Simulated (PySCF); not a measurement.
## Ionisation energy of Sr(26+) by level of theory

Sr(26+) [Ne] 3s2 → Sr(27+) [Ne] 3s1 [3s1/2^1, M_J = 1/2], as a difference of total energies. Computed with PySCF 2.14 in an uncontracted even-tempered set (19 s from 3.7 bohr⁻², ratio 2.4; 13 p from 4.8 bohr⁻², ratio 2.4; 5 d from 17 bohr⁻², ratio 2.6; 4 f from 25 bohr⁻², ratio 2.6), with the two-component X2C-1e Hamiltonian. Correlated levels: 1s2 frozen; the 52 highest virtual spinors dropped. "Screened" scales the spin-orbit matrix elements by Boettger's factors to mimic the two-electron term; Breit and QED terms are absent.

```tsv
method	ionisation energy (eV)
GHF (screened spin-orbit)	1328.2
GMP2 (screened spin-orbit)	1331.2
```

Task: How much does correlation contribute at GMP2 (screened spin-orbit)?

Result: 1331.2 − (1328.2) = 3.0 eV, measured against GHF (screened spin-orbit).

Breit and QED terms and the two-electron picture change are absent.

For comparison: 1333.4 ± 1.9 eV (semi-empirical (NIST evaluation); NIST Atomic Spectra Database, ionization energies).
